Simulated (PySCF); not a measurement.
**A ladder of Hamiltonians for Pm⁵⁹⁺ (promethium, charge +59)**

Occupied: 1s1/2. Hartree-Fock calculated with PySCF 2.14 in an uncontracted even-tempered set (19 s from 13 bohr⁻², ratio 2.3; 15 p from 16 bohr⁻², ratio 2.3), Gaussian nucleus throughout. NR is non-relativistic, sf-X2C the spin-free one-electron X2C Hamiltonian, X2C adds the bare one-electron spin-orbit term, X2C-SNSO screens it by Boettger's factors, DC is four-component Dirac-Coulomb, and the Gaunt and Breit terms are added at first order (total energies over the DC spinors, levels after relaxing the spinors in that mean field). QED terms are absent. Levels marked empty are virtual spinors of this ion.

```json
{"Hamiltonian": "NR", "E (hartree)": "-3682.8259"}
{"Hamiltonian": "sf-X2C", "E (hartree)": "-3882.9599"}
{"Hamiltonian": "X2C", "E (hartree)": "-3882.9599"}
{"Hamiltonian": "X2C-SNSO", "E (hartree)": "-3882.9599"}
{"Hamiltonian": "DC", "E (hartree)": "-3884.5277"}
{"Hamiltonian": "DC+Gaunt", "E (hartree)": "-3881.3569"}
{"Hamiltonian": "DC+Breit", "E (hartree)": "-3881.3569"}
```

```tsv
level (eV)	NR	sf-X2C	X2C	X2C-SNSO	DC	DC+Gaunt	DC+Breit
1s1/2	-49591.7	-52251.0	-52251.0	-52251.0	-52293.3	-52207.7	-52207.7
2s1/2 (empty)	-12002.7	-12810.6	-12810.6	-12810.6	-12815.1	-12805.6	-12806.7
2p1/2 (empty)	-11888.7	-12218.3	-12682.0	-12673.5	-12671.0	-12651.0	-12653.9
2p3/2 (empty)	-11888.7	-12218.3	-12020.7	-12023.8	-12027.1	-12017.1	-12020.0
3s1/2 (empty)	-5306.9	-5588.7	-5588.7	-5588.7	-5589.9	-5587.2	-5587.6
```

Problem. How large are the two-electron picture-change error of X2C and the Breit correction in the total energy?

Solution. X2C-1e lies 1.5677 hartree above Dirac-Coulomb; Gaunt adds 3.1708 and the full Breit term 3.1708 hartree.

| interval (eV) | X2C | X2C-SNSO | DC | DC+Gaunt | DC+Breit |
| --- | --- | --- | --- | --- | --- |
| 2p3/2 − 2p1/2 | 661.3 | 649.7 | 643.8 | 633.9 | 633.9 |

Weight of the small component: 1s1/2 0.0517, 2s1/2 0.0126, 2p1/2 0.0125, 2p3/2 0.0119, 3s1/2 0.00549.

Koopmans' value for the highest occupied level at DC+Breit: 52207.7 eV, against an ionisation energy of 52144.29 ± 0.06 eV (theoretical estimate listed by NIST; NIST Atomic Spectra Database, ionization energies); the former lacks relaxation, correlation, QED and recoil.

The whole ladder took 60 s of wall time on 1 thread of Intel(R) Xeon(R) 6975P-C (shared host), launched as `OMP_NUM_THREADS=1 python relrun2.py TASK.json OUT` (a driver that calls PySCF for each Hamiltonian).
